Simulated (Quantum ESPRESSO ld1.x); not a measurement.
Results of a calculation; reference values are marked as such.
Q: The aim is neutral antimony in [Kr] 4d10 5s2 5p3. What will ld1.x (Quantum ESPRESSO 7.5) do with this input?

```
 &input
    zed=51.0,
    iswitch=1,
    rel=0,
    lsd=1,
    dft='PZ',
    config='[Kr] 4d10 5s2 5p3 3f1',
    prefix='ld1',
    max_out_wfc=37,
    file_charge='ld1.rho',
 /
```

A: Refused. The program stops in el_config with "main/angular quantum number mismatch": l must be smaller than n.

Output (excerpt):

```
     Program LD1 v.7.5 starts

 %%%%%%%%%%%%%%%%%%%%%%%%%%%%%%%%%%%%%%%%%%%%%%%%%%%%%%%%%%%%%%%%%%%%%%%%%%%%%%
     Error in routine el_config (12):
     main/angular quantum number mismatch
 %%%%%%%%%%%%%%%%%%%%%%%%%%%%%%%%%%%%%%%%%%%%%%%%%%%%%%%%%%%%%%%%%%%%%%%%%%%%%%

     stopping ...
```

Run on one thread of a shared host, so times are rough (Intel(R) Xeon(R) Processor @ 2.60GHz): 0.47 s of CPU time, 0.49 s wall.
